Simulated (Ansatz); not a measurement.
CH₇FN₂OSi, singlet, geometry from GFN2-xTB, atoms displaced at random by about 0.03 Å a coordinate; Ansatz (a first-principles code) with B3LYP/STO-3G, gradient.

Ansatz was given this input:
Ansatz 0.2 input:
```yaml
crystal:
  periodic: [false, false, false]
  atoms:
    - {symbol: C, position_ang: [2.26055080, 0.25724766, 0.20504437]}
    - {symbol: O, position_ang: [1.14744582, -0.36878652, 0.59529067]}
    - {symbol: Si, position_ang: [-0.32081842, -0.03227944, 0.02107982]}
    - {symbol: N, position_ang: [-0.74936978, 1.58831830, 0.12112665]}
    - {symbol: N, position_ang: [-1.51430786, -1.11750226, 0.74206778]}
    - {symbol: F, position_ang: [-0.50024358, -0.39157651, -1.56529207]}
    - {symbol: H, position_ang: [2.28144133, 1.30244625, 0.23786820]}
    - {symbol: H, position_ang: [2.56005712, -0.02728274, -0.91401698]}
    - {symbol: H, position_ang: [3.14124501, -0.13464674, 0.81594692]}
    - {symbol: H, position_ang: [-1.66297520, 1.97005945, -0.40742285]}
    - {symbol: H, position_ang: [-0.57349593, 2.08411193, 0.96923340]}
    - {symbol: H, position_ang: [-1.55259082, -2.06127813, 0.44378474]}
    - {symbol: H, position_ang: [-1.52860657, -1.08589679, 1.78032963]}
basis:
  gaussian:
    orbitals: STO-3G
hamiltonian:
  xc: b3lyp
output: {forces: true}
```

Problem. What does Ansatz print? Leave out banner, timings and long lists.

Solution. 
```
Functional definition: B3LYP
546 factors; integrals over basis functions are off by at most 3.0e-5 eV
mean field evaluation 1: about -16557.2433 eV, gradient 3.4e1 eV
mean field evaluation 2: about -16558.5123 eV, gradient 2.9e1 eV
mean field evaluation 4: about -16561.0023 eV, gradient 9.3e-1 eV
mean field evaluation 8: about -16560.9697 eV, gradient 1.3e-2 eV
mean field -16560.96968950 eV, -608.6044106608 hartree, gradient 3.4e-5 eV, S^2 0.000000; 0 other end points of the search recorded, 0 dependent functions left out
the calculation of the forces begins
reference -16560.96991134 eV, -608.6044188133 hartree; 29, 29 occupied and 12, 12 virtual orbitals, 546 factors
Total energy: -16560.96991134 eV, -608.6044188133 hartree
Atom 0 at     2.260551     0.257248     0.205044 Å, force     5.591728    -2.337790    -3.525405 eV/Å
Atom 1 at     1.147446    -0.368787     0.595291 Å, force    -2.308449    -2.472764     2.733878 eV/Å
Atom 2 at    -0.320818    -0.032279     0.021080 Å, force    -3.453333    -1.796435    -2.161454 eV/Å
Atom 3 at    -0.749370     1.588318     0.121127 Å, force    -2.673887     1.423880    -2.714701 eV/Å
Atom 4 at    -1.514308    -1.117502     0.742068 Å, force     0.748086     3.502232     1.044412 eV/Å
Atom 5 at    -0.500244    -0.391577    -1.565292 Å, force     0.457530    -0.058197     0.005113 eV/Å
Atom 6 at     2.281441     1.302446     0.237868 Å, force    -0.089623     3.224343     0.302426 eV/Å
Atom 7 at     2.560057    -0.027283    -0.914017 Å, force    -0.410323     0.688563     1.866678 eV/Å
Atom 8 at     3.141245    -0.134647     0.815947 Å, force    -0.646209     0.565131    -0.375565 eV/Å
Atom 9 at    -1.662975     1.970059    -0.407423 Å, force     2.810612    -1.228733     1.800757 eV/Å
Atom 10 at    -0.573496     2.084112     0.969233 Å, force     0.063651     1.442614     1.694158 eV/Å
Atom 11 at    -1.552591    -2.061278     0.443785 Å, force     0.089660    -2.651781    -0.804262 eV/Å
Atom 12 at    -1.528607    -1.085897     1.780330 Å, force    -0.179443    -0.301062     0.133964 eV/Å
Dipole moment:     0.058410     0.132053     0.285357 e Å
```
